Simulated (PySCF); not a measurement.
methyl 2-iodoprop-2-enoate (C4H5IO2), SMILES C=C(I)C(=O)OC.

Geometry: B3LYP-D3(BJ)/def2-SVP. The def2 effective core potentials stand for the cores of I; spin–orbit coupling is left out. One conformer was computed; it need not be the lowest.

The numbers are results of TDA-PBE/def2-SVPD (PySCF), not measurements.

Vertical excitations. The molecule is in vacuum. State labels are in the subgroup Cs.

```csv
state,symmetry,energy (eV),λ (nm),f,main pairs
S1,A",3.56,349,0.000,HOMO−1→LUMO 100 %
S2,A',3.93,316,0.037,HOMO→LUMO 88 %
S3,A",4.42,281,0.000,HOMO−2→LUMO 96 %
S4,A",4.48,277,0.000,HOMO→LUMO+1 96 %
S5,A',4.59,270,0.011,HOMO−1→LUMO+1 97 %
S6,A',5.31,234,0.045,HOMO−2→LUMO+1 87 %
T1,A',3.07,404,0,HOMO→LUMO 95 %
T2,A",3.45,360,0,HOMO−1→LUMO 99 %
```
Triplets are in the Tamm–Dancoff approximation.
